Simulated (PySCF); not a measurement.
## Spin-rotation constants: SMILES O=[P@@]1(P)C=C([SiH3])CC1, C₄H₁₀OP₂Si

Molfile (atoms numbered from 1):
```
C4H10OP2Si
     RDKit          3D

 18 18  0  0  0  0  0  0  0  0999 V2000
   -2.5761   -1.7841    0.3097 O   0  0  0  0  0  0  0  0  0  0  0  0
   -1.7090   -0.6324    0.0193 P   0  0  1  0  0  5  0  0  0  0  0  0
   -2.8658    1.2198   -0.1431 P   0  0  0  0  0  0  0  0  0  0  0  0
   -0.2493   -0.3642    1.0669 C   0  0  0  0  0  0  0  0  0  0  0  0
    0.8378   -0.0948    0.3495 C   0  0  0  0  0  0  0  0  0  0  0  0
    2.5528    0.2336    1.0624 Si  0  0  0  0  0  4  0  0  0  0  0  0
    0.6347   -0.0239   -1.1435 C   0  0  0  0  0  0  0  0  0  0  0  0
   -0.6706   -0.7277   -1.5042 C   0  0  0  0  0  0  0  0  0  0  0  0
   -1.7696    2.0333    0.1308 H   0  0  0  0  0  0  0  0  0  0  0  0
   -3.2200    1.1228    1.1994 H   0  0  0  0  0  0  0  0  0  0  0  0
   -0.2900   -0.4343    2.1410 H   0  0  0  0  0  0  0  0  0  0  0  0
    3.4718   -0.7624    0.5097 H   0  0  0  0  0  0  0  0  0  0  0  0
    2.9620    1.5757    0.6373 H   0  0  0  0  0  0  0  0  0  0  0  0
    2.4892    0.1526    2.5189 H   0  0  0  0  0  0  0  0  0  0  0  0
    1.4866   -0.4618   -1.6681 H   0  0  0  0  0  0  0  0  0  0  0  0
    0.5894    1.0323   -1.4285 H   0  0  0  0  0  0  0  0  0  0  0  0
   -1.1707   -0.2873   -2.3675 H   0  0  0  0  0  0  0  0  0  0  0  0
   -0.5119   -1.7909   -1.7017 H   0  0  0  0  0  0  0  0  0  0  0  0
  1  2  2  0
  2  3  1  6
  2  4  1  0
  4  5  2  0
  5  6  1  0
  5  7  1  0
  7  8  1  0
  8  2  1  0
  3  9  1  0
  3 10  1  0
  4 11  1  0
  6 12  1  0
  6 13  1  0
  6 14  1  0
  7 15  1  0
  7 16  1  0
  8 17  1  0
  8 18  1  0
M  END
```

Theory: GIAO CAM-B3LYP/pcSseg-1 magnetisability, rotational g tensor and spin-rotation constants, non-relativistic, gas phase (PySCF 2.14.0). Geometry: GFN2-xTB.

**Question.** Give the nuclear spin-rotation constants along the inertial axes (H = +C I·J) beside the isotropic shieldings.

**Answer.** Rotational constants 2.1893, 0.6722, 0.6445 GHz. A star marks the isotopologue with that one atom substituted, in its own axes.
| atom | isotope | Caa (kHz) | Cbb (kHz) | Ccc (kHz) | mean (kHz) | σ (ppm) |
| --- | --- | --- | --- | --- | --- | --- |
| P2 | 31P | 3.750 | 1.165 | 1.115 | 2.010 | 260.6 |
| P3 | 31P | 2.506 | 0.629 | 0.810 | 1.315 | 510.4 |
| H9 | 1H | -0.049 | -0.038 | -0.080 | -0.056 | 29.8 |
| H10 | 1H | -0.239 | -0.073 | 0.018 | -0.098 | 29.1 |
| H11 | 1H | -0.208 | -0.088 | 0.075 | -0.074 | 24.9 |
| H12 | 1H | -0.107 | -0.012 | -0.054 | -0.058 | 27.7 |
| H13 | 1H | -0.182 | 0.000 | -0.044 | -0.075 | 27.8 |
| H14 | 1H | -0.197 | -0.066 | 0.024 | -0.080 | 27.7 |
| H15 | 1H | -0.107 | -0.053 | -0.035 | -0.065 | 29.2 |
| H16 | 1H | -0.246 | -0.003 | -0.049 | -0.099 | 29.7 |
| H17 | 1H | -0.161 | -0.078 | -0.004 | -0.081 | 29.8 |
| H18 | 1H | -0.267 | 0.021 | -0.068 | -0.104 | 29.8 |
| O1 | 17O* | -0.427 | -0.114 | -0.075 | -0.205 | 201.7 |
| C4 | 13C* | 0.852 | 0.126 | 0.321 | 0.433 | 27.7 |
| C5 | 13C* | 1.052 | 0.085 | 0.320 | 0.485 | 21.1 |
| Si6 | 29Si* | -1.139 | -0.395 | -0.347 | -0.627 | 416.4 |
| C7 | 13C* | 0.392 | 0.114 | 0.102 | 0.203 | 150.5 |
| C8 | 13C* | 0.397 | 0.117 | 0.107 | 0.207 | 147.5 |

For the geometry as given, no vibrational averaging.

**Question.** How do the rotational constants and the g tensor change when H9, H10, H11, H12, H13, H14, H15, H16, H17, H18 are replaced by deuterium?

**Answer.** Constants 1.8682, 0.6103, 0.5907 GHz; g -0.0326, -0.0093, -0.0138, against -0.0380, -0.0087, -0.0163 before.
